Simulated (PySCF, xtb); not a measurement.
C2H11NSi3, SMILES CC[Si@H]1N[SiH2][SiH2]1. One conformer was computed; it need not be the lowest.

Harmonic wavenumbers (cm⁻¹) from GFN2-xTB (xtb 6.7.1) at its own minimum, in rising order: 44, 73, 97, 177, 236, 256, 321, 361, 381, 397, 437, 450, 460, 524, 539, 578, 636, 649, 707, 748, 788, 811, 838, 857, 974, 1017, 1079, 1161, 1241, 1286, 1421, 1489, 1514, 1517, 2107, 2136, 2153, 2167, 2179, 2959, 2975, 3007, 3019, 3028, 3462.

### Question
What does PySCF with PBE-D3(BJ)/def2-SVP give at its own minimum? (An estimate is asked for; the answer gives what the named calculation found.)

### Answer
51, 66, 107, 166, 224, 266, 324, 359, 384, 432, 448, 482, 566, 584, 626, 664, 668, 685, 697, 790, 822, 846, 881, 936, 948, 959, 1020, 1078, 1195, 1200, 1344, 1378, 1423, 1427, 2104, 2118, 2121, 2150, 2167, 2962, 2963, 3017, 3046, 3049, 3502. Paired by order, the mean absolute difference is 38 cm⁻¹ and the zero-point energies are 76.1 and 76.1 kcal/mol.
